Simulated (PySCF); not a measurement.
Mg(F)(Me) (CH3FMg), SMILES [CH3][Mg][F]. Atoms are numbered in the order given.

```xyz
6

Mg     0.0000     0.0000    -0.1335
F      0.0000     0.0000    -1.8946
C      0.0000     0.0000     1.9371
H      0.8797     0.5079     2.3438
H      0.0000    -1.0158     2.3438
H     -0.8797     0.5079     2.3438
```

Geometry optimised at r2SCAN-D4/def2-TZVP.

All values below come from M06-2X/def2-TZVPD run with PySCF.

Symmetry labels are those of the subgroup Cs that the program uses (full group C3v).

Computed valence orbital energies around the gap with their symmetry:
| orbital | symmetry | energy (eV) |
|---|---|---|
| HOMO−7 | A' | -32.86 |
| HOMO−6 | A' | -20.45 |
| HOMO−5 | A' | -12.56 |
| HOMO−4 | A' | -12.15 |
| HOMO−3 | A" | -12.15 |
| HOMO−2 | A' | -11.82 |
| HOMO−1 | A" | -11.82 |
| HOMO | A' | -8.80 |
| LUMO | A' | -0.75 |
| LUMO+1 | A' | 0.00 |
| LUMO+2 | A" | 0.00 |
| LUMO+3 | A' | 0.59 |
